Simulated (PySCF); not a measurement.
BeF2, SMILES [F][Be][F]. Heavy atoms are numbered as in [Be:1]([F:2])[F:3].

Coordinates come from a r2SCAN-D4/def2-TZVP optimisation. The isomer is the one that the SMILES or the coordinates give; other isomers of the formula were not compared.

These are HF/def2-TZVPD (PySCF) values and carry that method's errors.

Mulliken values depend strongly on the basis, most of all with diffuse functions as here. ESP charges are fitted to the potential on shells at 1.4 to 2.0 van der Waals radii. Atomic charges (e), one atom of each kind:

```json
[
 {"atom": "Be1", "Mulliken": "0.63", "ESP fit": "1.07", "meta-Löwdin": "1.65"},
 {"atom": "F2", "Mulliken": "-0.31", "ESP fit": "-0.53", "meta-Löwdin": "-0.82"}
]
```
